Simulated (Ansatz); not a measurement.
Computed with Ansatz on PBE0-D4/def2-TZVP structures; ΔE is electronic, products minus reactants. CCSD(T)/CBS adds triple-zeta CCSD(T) − MP2 to the extrapolated MP2 energy (def2 sets, frozen cores). This one scheme is used for every species. DFT in def2-TZVPP. B3LYP here is the variant with VWN-RPA as its local correlation; programs differ in this. def2 core potentials past Kr. For Sn outer-core shells are correlated without core-valence functions, which leaves a few kJ/mol of doubt a bond. Each species was taken in one conformer, which may not be the lowest.

Consider the formal exchange of groups at the Sn–S bond: `[CH3][Sn]([F])([F])[SH]` + `C#N` → `[CH3][Sn]([F])([F])[C]#N` + H₂S.

`[CH3][Sn]([F])([F])[SH]`:

```xyz
9

C    -0.273    1.512    0.436
Sn    0.079   -0.419   -0.337
F    -1.307   -0.888   -1.568
F     1.594   -0.386   -1.505
S     0.362   -2.233    1.158
H    -0.355    2.199   -0.405
H    -1.200    1.507    1.007
H     0.560    1.802    1.075
H     0.539   -3.094    0.140
```

`C#N`:

Cartesian coordinates in Å:
```
C 0.004 -0.020 -0.015
N -0.178 0.885 0.663
H 0.174 -0.865 -0.648
```

`[CH3][Sn]([F])([F])[C]#N`:

```xyz
9

C    -0.776   -0.261   -1.276
Sn    0.100   -0.265    0.634
F    -1.215   -0.226    2.006
F     1.059   -1.873    0.960
C     1.439    1.270    1.129
N     2.163    2.144    1.326
H     0.011   -0.308   -2.027
H    -1.358    0.652   -1.397
H    -1.423   -1.133   -1.355
```

H₂S:

Cartesian coordinates in Å:
```
S -0.391 0.469 -0.105
H -0.359 -0.817 -0.485
H 0.750 0.348 0.590
```

Question: Is it downhill or uphill in electronic energy at CCSD(T)/CBS, and by how much? (An estimate is asked.)

Answer: Computed: Uphill: ΔE = +0.56 eV.

Question: What do these levels give: B3LYP-D4, BLYP, RPA@PBE/def2-TZVPP, MP2/def2-SVP, HF/def2-TZVPP, SCS-MP2/def2-QZVPP? (An estimate is asked.)

Answer: Computed: B3LYP-D4 0.60, BLYP 0.58, RPA@PBE/def2-TZVPP 0.42, MP2/def2-SVP 0.53, HF/def2-TZVPP 0.49, SCS-MP2/def2-QZVPP 0.53 eV.

Largest T1 diagnostic among the species: 0.014.

At CCSD(T), def2-SVP lies −0.05 eV from the extrapolated value and def2-TZVPP −0.08 eV. Leaving LDA and LC-ωPBE aside and taking each functional with its dispersion term where it has one, the values, not all of them listed here, spread over 0.09 eV, from ωB97X-V to PBE-D4. LDA lies +0.03 eV from PBE without D4.
